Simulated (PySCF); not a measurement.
Compound: C5H2FNO2.
Cartesian coordinates in Å at the PBE0-D3(BJ)/def2-SVP level; atoms count from 1:
```
atom  x, y, z in Å
N1    -3.0451    1.1835    1.6046
C2    -2.5265    0.5493    0.7900
C3    -1.8881   -0.2768   -0.2504
F4    -2.3284    0.1101   -1.4825
C5    -0.4333   -0.1956   -0.1478
C6     0.7728   -0.1569   -0.0603
C7     2.2151   -0.1407    0.1244
O8     2.7613   -0.5982    1.0902
O9     2.8376    0.4365   -0.9005
H10   -2.1989   -1.3257   -0.0856
H11    3.7879    0.4080   -0.7044
```

Computed with PySCF at CAM-B3LYP/def2-SVPD, non-relativistic, on one gas-phase PBE0-D3(BJ)/def2-SVP geometry that isn't relaxed in the solvent. The solvent is an IEF-PCM continuum (Bondi radii, 1.10 Å for H, scaled by 1.2), and excitations are vertical TDDFT with non-equilibrium linear response and a frozen core. The model holds no explicit solvent molecules, cavitation or dispersion.

```csv
run,E − E(gas) (kcal/mol),HOMO (eV),HOMO–LUMO gap (eV),dipole (D),lowest singlet (eV),static polarisability (au)
gas,0.00,-10.52,9.45,3.21,5.06,70.9
P,-4.43,-10.43,9.48,3.54,5.09,77.8
Q,-10.79,-10.34,9.51,4.01,5.14,88.8
```

Question: The runs were made in acetone and cyclohexane. Which run belongs to which solvent?

Answer: P = cyclohexane, Q = acetone. The dielectric constants are 2.017 (cyclohexane), 20.49 (acetone), and the energy falls further as ε rises. The optical constants n² used for the excitations are 2.04, 1.85 in the same order. In this model the ground state sees the solvent through ε alone.

Question: How constant is the ratio of the lowering to (ε − 1)/(2ε + 1)?

Answer: 
| solvent | (ε − 1)/(2ε + 1) | E − E(gas) (kcal/mol) | ratio (kcal/mol) | polarisation term (kcal/mol) |
| --- | --- | --- | --- | --- |
| cyclohexane | 0.202 | -4.43 | -21.9 | -4.73 |
| acetone | 0.464 | -10.79 | -23.2 | -12.57 |

The ratio changes by +5.9 % in size from cyclohexane to acetone. The polarisation term is half the interaction of the solute with the induced surface charges.
